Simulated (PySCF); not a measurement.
Gas-phase thermal properties of AuH

Computed with PySCF (xtb for GFN2) and rigid-rotor harmonic-oscillator thermochemistry at 1 bar. All species are closed-shell singlets. Au: scalar-relativistic def2 core potential, no spin-orbit coupling. The harmonic model lacks anharmonicity and excited electronic states, which grow with temperature; levels with a mode under 35 cm⁻¹ are left out.

```json
[
 {"level": "GFN2-xTB", "point group": "C∞v", "σ": "1", "ZPE (kJ/mol)": "12.6", "S°298 (J/mol/K)": "210.1", "Cp298 (J/mol/K)": "29.1", "S°1000 (J/mol/K)": "247.0", "H1000 − H298 (kJ/mol)": "21.7"},
 {"level": "PBE/def2-SVP", "point group": "C∞v", "σ": "1", "ZPE (kJ/mol)": "13.4", "S°298 (J/mol/K)": "211.2", "Cp298 (J/mol/K)": "29.1", "S°1000 (J/mol/K)": "247.9", "H1000 − H298 (kJ/mol)": "21.5"},
 {"level": "PBE0/def2-TZVP", "point group": "C∞v", "σ": "1", "ZPE (kJ/mol)": "13.5", "S°298 (J/mol/K)": "211.2", "Cp298 (J/mol/K)": "29.1", "S°1000 (J/mol/K)": "247.8", "H1000 − H298 (kJ/mol)": "21.5"}
]
```
σ: rotational symmetry number. Electronic degeneracy used: 1. Frequencies are unscaled.
